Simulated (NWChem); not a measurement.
Molecule: CH₃CdFO; SMILES [Cd]([F])[O]C

```xyz
7

Cd     0.0612    -0.3421    -0.0026
F     -0.2202    -2.2459     0.0072
O      0.5012     1.5657     0.0070
C     -0.4624     2.5716     0.0011
H     -1.1282     2.5624     0.8886
H      0.0531     3.5500     0.0053
H     -1.1160     2.5642    -0.8955
```
Atoms are numbered in this order, from 1.

All runs: NWChem. Geometry: optimised at PBE0/def2-SVP. def2 effective core potentials on Cd; no spin-orbit coupling. Ions are spin-unrestricted doublets at the neutral geometry; other ion states weren't tried.

```
level               vertical ionisation energy, ΔSCF (eV)  −ε(HOMO) (eV)  ΔSCF minus −ε(HOMO) (eV)
------------------  -------------------------------------  -------------  ------------------------
B3LYP/def2-SVP                                       9.69           7.10                      2.59
PBE/def2-SVP                                         9.42           5.79                      3.63
r2SCAN/def2-SVP                                      9.52           6.10                      3.42
CAM-B3LYP/def2-SVP                                   9.74           8.75                      0.99
PBE0/def2-SVP                                           …              …                         …
```

Complete the blanks.


- PBE0/def2-SVP, vertical ionisation energy, ΔSCF (eV): 9.64
- PBE0/def2-SVP, −ε(HOMO) (eV): 7.33
- PBE0/def2-SVP, ΔSCF minus −ε(HOMO) (eV): 2.31
